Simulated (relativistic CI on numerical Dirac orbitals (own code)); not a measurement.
## Spin-allowed bands of a d8 ion in a tetrahedral site, by hand

Problem. Take Δ = 3100 cm⁻¹ and B = 560 cm⁻¹ for a d8 ion in a tetrahedral site. Calculate the three spin-allowed bands.

Working.
1. The terms of highest spin are 3F (energy 0) and 3P (15B = 8400 cm⁻¹). Here the F term splits into A2 at +1.2Δ = 3720, T2 at +0.2Δ = 620 and T1 at −0.6Δ = -1860 cm⁻¹.
2. The two T1 states mix through the element 0.4Δ: H = [[-1860, 1240], [1240, 8400]], with roots ½(H₁₁ + H₂₂) ∓ ½√[(H₂₂ − H₁₁)² + 4H₁₂²] = ½(6540) ∓ ½(10555) = -2008 and 8548 cm⁻¹.
3. The ground term is 3T1 at -2008 cm⁻¹.
4. Bands: 3T2 2628 cm⁻¹ (3806 nm), 3A2 5728 cm⁻¹ (1746 nm), 3T1(P) 10555 cm⁻¹ (947 nm).

Check. Exact diagonalisation of the whole d8 shell with these parameters gives 3T2 2628, 3A2 5728, 3T1 10555 cm⁻¹. The match is exact, since without spin-orbit coupling no other term has this spin. The ratio of the second band to the first, 2.180, depends on Δ/B = 5.5 alone, which is how a Tanabe-Sugano diagram is read.
